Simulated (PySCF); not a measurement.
Breaking a bond: CH₃Br, SMILES CBr. The C1–Br5 bond (C1 also carries H, H, H; Br5 carries nothing else) is stretched with both fragments frozen at the PBE0/def2-TZVP optimised geometry.

Level of theory: CCSD(T) on UHF/cc-pVDZ, 10 core orbitals frozen run with PySCF.

Relative to R = 1.97 Å, what are the energies at R = 2.26, 2.62, 2.92, 3.82 Å?

12.3 kcal/mol at 2.26 Å, 38.0 kcal/mol at 2.62 Å, 56.4 kcal/mol at 2.92 Å, 72.5 kcal/mol at 3.82 Å.

The unrestricted determinant behind UCCSD(T) is spin-contaminated at 2.39 to 6.73 Å (<S²> up to 1.0, against 0.00 for a pure singlet).
